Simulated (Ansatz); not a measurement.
Born–Oppenheimer molecular dynamics of H₄OSn (6 atoms, charge 0, multiplicity 1). It goes on from the last frame of an earlier run, with new velocities.

Computed with RKS r2SCAN/def2-SVP in Ansatz 0.2.0.

* ensemble: NVE (velocity Verlet)
* time step: 0.5 fs
* steps asked: 150
* starting velocities drawn for: 700 K
* seed: 466067

Frames 2.5 fs apart, positions in Å, forces in eV/Å.

Velocities at 40 fs (Å/ps):

```
Sn -0.35 -0.26 0.82
O 2.33 -1.47 -6.88
H 23.81 13.08 -37.68
H -6.08 2.39 25.89
H -14.60 19.95 -12.45
H 1.11 18.82 37.14
```

```xyz
6
Properties=species:S:1:pos:R:3:forces:R:3 time_fs=40 energy_less_start_eV=0.030 T=641
Sn -0.002 0.043 -0.226 1.14 -1.22 0.25
O -0.423 -0.009 1.740 0.20 0.04 -0.40
H -1.309 -0.300 1.963 -0.44 -0.08 0.02
H 1.769 -0.090 0.083 -1.06 0.44 -0.51
H -0.839 1.253 -1.062 0.09 0.59 0.06
H -0.468 -1.353 -1.216 0.09 0.22 0.58
6
Properties=species:S:1:pos:R:3:forces:R:3 time_fs=42.5 energy_less_start_eV=0.030 T=644
Sn -0.003 0.043 -0.224 0.90 0.40 0.06
O -0.415 -0.012 1.721 1.37 0.45 -0.31
H -1.294 -0.280 1.879 -1.93 -0.50 0.49
H 1.724 -0.071 0.132 -0.64 0.42 -0.59
H -0.869 1.313 -1.087 0.53 -0.11 0.46
H -0.466 -1.308 -1.112 -0.23 -0.67 -0.11
6
Properties=species:S:1:pos:R:3:forces:R:3 time_fs=45 energy_less_start_eV=0.086 T=537
Sn -0.003 0.042 -0.222 0.23 1.51 -0.36
O -0.404 -0.014 1.702 -2.36 -0.55 0.80
H -1.365 -0.281 1.819 1.54 0.51 0.08
H 1.644 -0.027 0.146 0.38 0.35 -0.49
H -0.868 1.369 -1.086 0.69 -0.51 0.59
H -0.476 -1.301 -1.014 -0.48 -1.31 -0.62
6
Properties=species:S:1:pos:R:3:forces:R:3 time_fs=47.5 energy_less_start_eV=0.056 T=593
Sn -0.003 0.042 -0.220 -0.64 1.03 -1.18
O -0.400 -0.018 1.686 -2.27 -0.42 1.14
H -1.364 -0.258 1.767 1.26 0.37 0.30
H 1.587 0.038 0.131 1.39 0.26 -0.34
H -0.827 1.395 -1.052 0.54 -0.54 0.45
H -0.513 -1.365 -0.949 -0.28 -0.70 -0.38
6
Properties=species:S:1:pos:R:3:forces:R:3 time_fs=50 energy_less_start_eV=0.009 T=686
Sn -0.004 0.043 -0.218 -0.33 -0.38 -1.48
O -0.403 -0.022 1.674 1.30 0.43 1.06
H -1.308 -0.216 1.735 -2.37 -0.48 0.71
H 1.607 0.118 0.095 1.12 0.13 -0.38
H -0.756 1.392 -0.991 0.11 -0.12 0.05
H -0.566 -1.469 -0.906 0.17 0.42 0.04
6
Properties=species:S:1:pos:R:3:forces:R:3 time_fs=52.5 energy_less_start_eV=-0.003 T=705
Sn -0.004 0.043 -0.218 0.94 -1.54 -1.21
O -0.404 -0.026 1.666 -0.93 -0.02 1.51
H -1.354 -0.195 1.741 0.01 0.00 0.43
H 1.689 0.205 0.036 -0.07 -0.11 -0.45
H -0.679 1.383 -0.928 -0.41 0.60 -0.46
H -0.610 -1.551 -0.862 0.46 1.06 0.18
6
Properties=species:S:1:pos:R:3:forces:R:3 time_fs=55 energy_less_start_eV=0.120 T=471
Sn -0.004 0.042 -0.218 1.70 -1.63 -1.01
O -0.408 -0.030 1.664 -2.74 -0.26 1.89
H -1.407 -0.176 1.772 2.07 0.29 0.02
H 1.769 0.286 -0.049 -0.94 -0.35 -0.36
H -0.625 1.408 -0.891 -0.60 0.81 -0.62
H -0.627 -1.572 -0.808 0.52 1.14 0.07
6
Properties=species:S:1:pos:R:3:forces:R:3 time_fs=57.5 energy_less_start_eV=0.009 T=683
Sn -0.003 0.041 -0.218 1.67 -0.36 -0.94
O -0.421 -0.034 1.668 0.18 0.18 1.35
H -1.359 -0.142 1.808 -0.60 -0.09 0.24
H 1.795 0.346 -0.154 -1.20 -0.50 -0.16
H -0.604 1.476 -0.888 -0.38 0.13 -0.30
H -0.614 -1.527 -0.751 0.33 0.65 -0.20
6
Properties=species:S:1:pos:R:3:forces:R:3 time_fs=60 energy_less_start_eV=0.007 T=688
Sn -0.001 0.040 -0.219 1.22 1.47 -0.69
O -0.433 -0.038 1.678 1.79 0.31 0.79
H -1.344 -0.113 1.858 -1.93 -0.16 0.38
H 1.753 0.377 -0.269 -0.85 -0.50 0.07
H -0.607 1.552 -0.903 -0.12 -0.65 0.08
H -0.583 -1.446 -0.707 -0.12 -0.46 -0.62
6
Properties=species:S:1:pos:R:3:forces:R:3 time_fs=62.5 energy_less_start_eV=0.081 T=545
Sn 0.001 0.039 -0.221 0.22 2.53 -0.30
O -0.441 -0.041 1.691 -1.51 0.07 1.36
H -1.415 -0.091 1.925 1.68 0.10 -0.60
H 1.663 0.378 -0.381 0.16 -0.34 0.21
H -0.617 1.591 -0.914 -0.03 -0.99 0.25
H -0.559 -1.393 -0.700 -0.52 -1.37 -0.92
6
Properties=species:S:1:pos:R:3:forces:R:3 time_fs=65 energy_less_start_eV=0.056 T=593
Sn 0.003 0.040 -0.222 -1.30 1.63 0.03
O -0.453 -0.043 1.708 -0.63 0.11 0.77
H -1.408 -0.065 1.960 1.06 0.05 -0.59
H 1.585 0.360 -0.480 1.32 -0.12 0.20
H -0.631 1.573 -0.911 -0.11 -0.87 0.24
H -0.564 -1.414 -0.744 -0.34 -0.80 -0.65
6
Properties=species:S:1:pos:R:3:forces:R:3 time_fs=67.5 energy_less_start_eV=0.037 T=631
Sn 0.005 0.041 -0.224 -1.74 -0.08 0.19
O -0.466 -0.045 1.729 3.17 0.07 -0.73
H -1.357 -0.036 1.966 -2.54 0.06 0.32
H 1.579 0.333 -0.567 1.30 -0.13 0.25
H -0.651 1.505 -0.894 -0.31 -0.31 0.05
H -0.587 -1.480 -0.827 0.12 0.38 -0.07
```

Of the whole run (75 fs, mean temperature of the second half 606 K): The conserved energy stayed within 0.35 meV per atom of its start (net change 0.043 meV per atom), so the integration is sound. A run of 0.075 ps of so small a system gives no equilibrium averages.

Run time: 6.1 min on 1 thread of Arm Neoverse V1 (shared host), peak memory 0.11 GiB.
